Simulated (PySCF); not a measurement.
## Relaxation of singlet SiOF2

Computed with PySCF, PBE0, basis Si def2-TZVP, O def2-TZVP, F def2-TZVP (no relativity, density fitting). A (50,194) grid was used.

A hand-made T-shaped (ligand arrangement 1) start, of Cs symmetry, held to at least that symmetry:

```xyz
4
charge 0 multiplicity 1, angstrom
Si   -0.0971    0.0000   -0.4429
O    -1.7361    0.0000   -0.3857
F    -0.0971    0.0000    1.3571
F     1.7018    0.0000   -0.3801
```

Optimiser trace:
```json
{"step": "0", "E − E(last) (kJ/mol)": "368.31", "largest gradient (Eh/bohr)": "0.15703"}
{"step": "1", "E − E(last) (kJ/mol)": "119.37", "largest gradient (Eh/bohr)": "0.05925"}
{"step": "2", "E − E(last) (kJ/mol)": "26.24", "largest gradient (Eh/bohr)": "0.04486"}
{"step": "3", "E − E(last) (kJ/mol)": "14.62", "largest gradient (Eh/bohr)": "0.03757"}
{"step": "4", "E − E(last) (kJ/mol)": "8.91", "largest gradient (Eh/bohr)": "0.05822"}
{"step": "5", "E − E(last) (kJ/mol)": "2.87", "largest gradient (Eh/bohr)": "0.03543"}
{"step": "6", "E − E(last) (kJ/mol)": "1.45", "largest gradient (Eh/bohr)": "0.01819"}
{"step": "7", "E − E(last) (kJ/mol)": "0.44", "largest gradient (Eh/bohr)": "0.01104"}
{"step": "8", "E − E(last) (kJ/mol)": "0.02", "largest gradient (Eh/bohr)": "0.00174"}
{"step": "9", "E − E(last) (kJ/mol)": "0.00", "largest gradient (Eh/bohr)": "0.00031"}
{"step": "10", "E − E(last) (kJ/mol)": "0.00", "largest gradient (Eh/bohr)": "0.00004"}
```

It ends at C2v with Si–F 1.564 Å (×2), Si–O 1.501 Å; F–Si–F 104.7°, F–Si–O 127.7° (×2) (after a last refinement on a finer grid). A frequency run shows a minimum.
